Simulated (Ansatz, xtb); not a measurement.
# Relative energy of two isomers of C3H10OSi2

We compare I, `[SiH3][C@@H]1C[C@H]([SiH3])O1`, a singlet, with II, `[SiH3]C1([SiH3])COC1`, a singlet. Both are isolated molecules in the gas phase, relaxed with r2SCAN-D4/def2-SVP.

Task: Estimate E(II) − E(I) at the level CCSD(T)/def2-SVP + ΔMP2/def2-TZVPP.

Result: Calculated at CCSD(T)/def2-SVP + ΔMP2/def2-TZVPP: E(II) − E(I) = −5.7 kcal/mol, so structure II lies lower.

Level by level:

```
                             level            geometry  E(II) − E(I) (kcal/mol)  departure from the last row (kcal/mol)  job, with rough time for the two
                          GFN2-xTB            GFN2-xTB                      +1.7                                    +7.4              optimisation, 0.23 s
                         HF/STO-3G            GFN2-xTB                      +1.4                                    +7.1               single point, 0.6 s
      r2SCAN-D4/def2-SVP//GFN2-xTB            GFN2-xTB                      −4.9                                    +0.8               single point, 8.4 s
                r2SCAN-D4/def2-SVP  r2SCAN-D4/def2-SVP                      −5.0                                    +0.7             optimisation, 1.8 min
                       HF/def2-SVP  r2SCAN-D4/def2-SVP                      −5.2                                    +0.5           part of the CCSD(T) run
                      MP2/def2-SVP  r2SCAN-D4/def2-SVP                      −6.1                                    −0.4           part of the CCSD(T) run
                  CCSD(T)/def2-SVP  r2SCAN-D4/def2-SVP                      −5.3                                    +0.4                      single point
CCSD(T)/def2-SVP + ΔMP2/def2-TZVPP  r2SCAN-D4/def2-SVP                      −5.7                                                       single point, 2 min
```

As drawn, both hold the same kinds of bond in the same numbers.

GFN2-xTB, HF/STO-3G put the two in the other order. The largest departure from CCSD(T)/def2-SVP + ΔMP2/def2-TZVPP is that of GFN2-xTB, 7.4 kcal/mol. The last row adds to CCSD(T) the change of the MP2 difference between the two basis sets, here −0.4 kcal/mol.

With thermal terms from frequencies at re-optimised GFN2-xTB minima (ideal gas, soft modes damped towards free rotors, one conformer each, 298.15 K, 1 atm): on the last row, ΔE + ΔZPE = −5.7, ΔH = −5.6, ΔG = −5.1 kcal/mol.

The correlated steps freeze 14 core orbitals. Mirror images aren't counted in ΔG. Codes used: Ansatz 0.2.0, xtb 6.7.1; the last row on 2 threads of Arm Neoverse V2 on a shared host.
